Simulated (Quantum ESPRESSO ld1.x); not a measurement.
Results of a calculation; reference values are marked as such.
Species: neutral arsenic. Configuration: [Ar] 3d9 4s2 4p3 5p1 (not the ground configuration).

Level of theory: scalar-relativistic Kohn-Sham, PBE, spin-unpolarised, spherical densities, point nucleus (ld1.x of Quantum ESPRESSO 7.5).

Energy parts (eV):
total: -61471.3
kinetic: 62657.9
electron-nucleus: -147661.2
Hartree: 25785.5
exchange-correlation: -2253.5

Orbitals (lengths in bohr, moments of r in powers of bohr; r(90%) holds 90 % of the orbital's charge):
orbital  occ.  eigenvalue (eV)   <1/r>       <r^4>  r(90%)
1s          2         -11739.0   33.47  0.00001999  0.0813
2s          2         -1507.51   7.368    0.004068   0.314
2p          6         -1324.30   7.220    0.002972   0.289
3s          2         -208.178   2.404      0.2622   0.884
3p          6         -151.307   2.257      0.3241   0.932
3d          9         -57.7859   1.962      0.6222    1.08
4s          2         -22.3491  0.7394       21.19    2.65
4p          3         -11.4446  0.6032       51.09    3.29
5p          1          -1.2652  0.1527        8159    11.8

The highest occupied level is 5p at -1.265 eV. Summed over all electrons, <r^2> = 105.4 bohr^2, which gives a Langevin (diamagnetic) susceptibility term of -83.5 x 10^-6 cm^3/mol. The density falls to 0.001 e/bohr^3 at r = 4.08 bohr.
